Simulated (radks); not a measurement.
Values are calculated unless marked as measured or tabulated.
Ionisation of the gadolinium ion Gd+, [Xe] 4f7 5d1 6s1, to [Xe] 4f7 5d1 as the strength of local exchange is varied. Level of theory: Dirac Kohn-Sham, Slater X-alpha exchange (alpha = 2/3 is LDA exchange), no correlation, spin-unpolarised, spherical densities, finite nucleus; open shells fill j = l - 1/2 first; Fermi nuclear charge, rms radius 5.1569 fm (a radial shooting solver on a logarithmic mesh with Libxc functionals).

[
 {"alpha": "0.635", "E(Gd+) (hartree)": "-11253.9938", "exchange (hartree)": "-224.1859", "IE (eV)": "11.259", "-e of the level emptied (eV)": "8.436 (6s1/2)", "<r> of it (bohr)": "3.724"},
 {"alpha": "0.656", "E(Gd+) (hartree)": "-11261.4104", "exchange (hartree)": "-231.7584", "IE (eV)": "11.371", "-e of the level emptied (eV)": "8.546 (6s1/2)", "<r> of it (bohr)": "3.707"},
 {"alpha": "0.667", "E(Gd+) (hartree)": "-11265.2973", "exchange (hartree)": "-235.7289", "IE (eV)": "11.430", "-e of the level emptied (eV)": "8.604 (6s1/2)", "<r> of it (bohr)": "3.698"},
 {"alpha": "0.669", "E(Gd+) (hartree)": "-11266.0041", "exchange (hartree)": "-236.4511", "IE (eV)": "11.441", "-e of the level emptied (eV)": "8.615 (6s1/2)", "<r> of it (bohr)": "3.697"},
 {"alpha": "0.954", "E(Gd+) (hartree)": "-11367.1994", "exchange (hartree)": "-340.2893", "IE (eV)": "13.034", "-e of the level emptied (eV)": "10.206 (6s1/2)", "<r> of it (bohr)": "3.476"},
 {"alpha": "0.968", "E(Gd+) (hartree)": "-11372.1943", "exchange (hartree)": "-345.4372", "IE (eV)": "13.115", "-e of the level emptied (eV)": "10.289 (6s1/2)", "<r> of it (bohr)": "3.466"},
 {"alpha": "0.974", "E(Gd+) (hartree)": "-11374.3356", "exchange (hartree)": "-347.6448", "IE (eV)": "13.150", "-e of the level emptied (eV)": "10.324 (6s1/2)", "<r> of it (bohr)": "3.461"},
 {"alpha": "1.043", "E(Gd+) (hartree)": "-11398.9905", "exchange (hartree)": "-373.0904", "IE (eV)": "13.555", "-e of the level emptied (eV)": "10.734 (6s1/2)", "<r> of it (bohr)": "3.412"}
]

NIST Atomic Spectra Database: 12.08 eV (semi-empirical). The Delta-SCF value meets it near alpha = 0.78. Spin polarisation and multiplet splitting are left out, so open shells lie too high by an amount that depends on their filling.

Beside tabulated values, note that spin-unpolarised runs miss the spin-polarisation part of the exchange energy of open shells.
